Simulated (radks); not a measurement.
Question: Valence configurations of Ru+ (all share [Kr]). Calculated with a radial shooting solver on a logarithmic mesh with Libxc functionals: Dirac Kohn-Sham, BLYP, spin-unpolarised, spherical densities, point nucleus; open shells fill j = l - 1/2 first. Order these by energy: 4d6.5 5p0.5; 4d5.5 5s0.5 5p1; 4d5 5s1 5p1; 4d5 5s2; 4d6 5s1; 4d5 5p2; 4d7; 4d6 5p1; 4d6.5 5s0.5.

Answer: From the lowest, in eV above it: 4d7 0.000; 4d6.5 5s0.5 1.025; 4d6 5s1 2.443; 4d6.5 5p0.5 3.239; 4d5 5s2 6.579; 4d6 5p1 7.097; 4d5.5 5s0.5 5p1 9.135; 4d5 5s1 5p1 11.631; 4d5 5p2 16.818. NIST lists [Kr] 4d7 as the ground configuration; this level of theory agrees among the configurations tried. The energies are those of spherical spin-averaged densities, not of single terms.
